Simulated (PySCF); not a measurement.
H3AsBFO (SMILES OB(F)[AsH2]), singlet, geometry from GFN2-xTB, atoms displaced at random by about 0.08 Å a coordinate; DF-PBE/STO-3G, gradient in PySCF.

Here is a job for PySCF.
```python
from pyscf import gto, scf, dft

mol = gto.M(
    atom='''
B    -0.91467581    0.33726745    0.43248979
As    0.97227852   -0.31787747   -0.26781069
H     1.48395284   -0.46960940    0.92826810
H     1.56175368    1.06928320   -0.49368892
F    -1.59054727   -0.58339569    1.01809832
O    -1.60504060    1.51970714    0.11917409
H    -1.01637723    2.15626528   -0.41294854
''',
    basis='sto-3g',
    verbose=4,
)

mf = dft.RKS(mol)
mf.xc = 'pbe'
mf = mf.density_fit(auxbasis='def2-universal-jkfit')
mf.kernel()
g = mf.nuc_grad_method()
grad = g.kernel()
```

The log (banner, timings and long lists left out):

```
PySCF version 2.14.0

[INPUT] verbose = 4
[INPUT] num. atoms = 7
[INPUT] num. electrons = 58
[INPUT] charge = 0
[INPUT] spin (= nelec alpha-beta = 2S) = 0
[INPUT] symmetry False subgroup None
[INPUT] Mole.unit = angstrom
[INPUT] Symbol           X                Y                Z      unit          X                Y                Z       unit  Magmom
[INPUT]  1 B     -0.914675810000   0.337267450000   0.432489790000 AA   -1.728486773665   0.637343111230   0.817287254771 Bohr   0.0
[INPUT]  2 As     0.972278520000  -0.317877470000  -0.267810690000 AA    1.837340119597  -0.600701359470  -0.506088857331 Bohr   0.0
[INPUT]  3 H      1.483952840000  -0.469609400000   0.928268100000 AA    2.804264449371  -0.887433151521   1.754172479170 Bohr   0.0
[INPUT]  4 H      1.561753680000   1.069283200000  -0.493688920000 AA    2.951286729232   2.020652397599  -0.932936849532 Bohr   0.0
[INPUT]  5 F     -1.590547270000  -0.583395690000   1.018098320000 AA   -3.005698728475  -1.102458076352   1.923926992680 Bohr   0.0
[INPUT]  6 O     -1.605040600000   1.519707140000   0.119174090000 AA   -3.033087152808   2.871830284146   0.225206391244 Bohr   0.0
[INPUT]  7 H     -1.016377230000   2.156265280000  -0.412948540000 AA   -1.920674603944   4.074750831109  -0.780359644139 Bohr   0.0

nuclear repulsion = 234.973552940837
number of shells = 20
number of NR pGTOs = 108
number of NR cGTOs = 36
basis = sto-3g
ecp = {}

******** <class 'pyscf.df.df_jk.DFRKS'> ********
method = DFRKS
initial guess = minao
damping factor = 0
level_shift factor = 0
DIIS = <class 'pyscf.scf.diis.CDIIS'>
diis_start_cycle = 1
diis_space = 8
diis_damp = 0
SCF conv_tol = 1e-09
SCF conv_tol_grad = None
SCF max_cycles = 50
direct_scf = False
XC library pyscf.dft.libxc version 7.1.2
    S. Lehtola, C. Steigemann, M. J. T. Oliveira, and M. A. L. Marques,  SoftwareX 7, 1–5 (2018)
XC functionals = pbe
    J. P. Perdew, K. Burke, and M. Ernzerhof,  Phys. Rev. Lett. 77, 3865 (1996)
    J. P. Perdew, K. Burke, and M. Ernzerhof,  Phys. Rev. Lett. 78, 1396 (1997)
    J. P. Perdew, K. Burke, and M. Ernzerhof,  Phys. Rev. Lett. 77, 3865 (1996)
    J. P. Perdew, K. Burke, and M. Ernzerhof,  Phys. Rev. Lett. 78, 1396 (1997)
radial grids:
    Treutler-Ahlrichs [JCP 102, 346 (1995); DOI:10.1063/1.469408] (M4) radial grids

becke partition: Becke, JCP 88, 2547 (1988); DOI:10.1063/1.454033
pruning grids: <function nwchem_prune>
grids dens level: 3
symmetrized grids: False
atomic radii adjust function: <function treutler_atomic_radii_adjust>
small_rho_cutoff = 0
Set gradient conv threshold to 3.16228e-05
Initial guess from minao.
tot grids = 92240
init E= -2406.72954832344
  HOMO = -0.477760967059545  LUMO = -0.154881332847174  gap/eV = 8.78600
cycle= 1 E= -2408.78214271237  delta_E= -2.05  |g|= 0.712  |ddm|= 3.31
  HOMO = -0.0321891938025736  LUMO = 0.0935496730188332  gap/eV = 3.42153
cycle= 2 E= -2408.55200345134  delta_E= 0.23  |g|= 1.15  |ddm|= 2.56
  HOMO = -0.0831374846869039  LUMO = 0.122266785556919  gap/eV = 5.58933
cycle= 3 E= -2408.95944198337  delta_E= -0.407  |g|= 0.227  |ddm|=  1.6
  HOMO = -0.105489197275241  LUMO = 0.114555726778872  gap/eV = 5.98773
cycle= 4 E= -2408.97707417372  delta_E= -0.0176  |g|= 0.0882  |ddm|= 0.463
  HOMO = -0.10835963030375  LUMO = 0.106542382554541  gap/eV = 5.84778
cycle= 5 E= -2408.97952895561  delta_E= -0.00245  |g|= 0.0198  |ddm|= 0.13
  HOMO = -0.106958312286418  LUMO = 0.106279899699176  gap/eV = 5.80251
cycle= 6 E= -2408.97966573888  delta_E= -0.000137  |g|= 0.00501  |ddm|= 0.0362
  HOMO = -0.107116831595927  LUMO = 0.107067437446909  gap/eV = 5.82825
cycle= 7 E= -2408.97967741034  delta_E= -1.17e-05  |g|= 0.00105  |ddm|= 0.0108
  HOMO = -0.107095748669471  LUMO = 0.106929859890128  gap/eV = 5.82393
cycle= 8 E= -2408.97967782913  delta_E= -4.19e-07  |g|= 0.000247  |ddm|= 0.00209
  HOMO = -0.107103767360108  LUMO = 0.106956120348948  gap/eV = 5.82487
cycle= 9 E= -2408.97967785276  delta_E= -2.36e-08  |g|= 4.06e-05  |ddm|= 0.000424
  HOMO = -0.107104707536204  LUMO = 0.106957950632582  gap/eV = 5.82494
cycle= 10 E= -2408.97967785336  delta_E= -5.97e-10  |g|= 3.81e-06  |ddm|= 7.47e-05
  HOMO = -0.107104108366777  LUMO = 0.106957829461791  gap/eV = 5.82492
Extra cycle  E= -2408.97967785336  delta_E= -2.27e-12  |g|= 2.79e-06  |ddm|= 1.77e-05
converged SCF energy = -2408.97967785336

******** <class 'pyscf.df.grad.rks.Gradients'> for <class 'pyscf.df.df_jk.DFRKS'> ********
unit = Eh/Bohr
grid_response = False
--------------- DFRKS gradients ---------------
         x                y                z
0 B    -0.0468068228    -0.0297207993     0.0455040654
1 As     0.0459670831    -0.0378051418     0.0782704136
2 H    -0.0337806501     0.0061437331    -0.0776191608
3 H     0.0062779372     0.0169299146    -0.0067732891
4 F     0.0353239167     0.0328642439    -0.0326652880
5 O     0.0013413445     0.0130010054    -0.0095175336
6 H    -0.0087353566    -0.0012730672     0.0027244610
----------------------------------------------
```
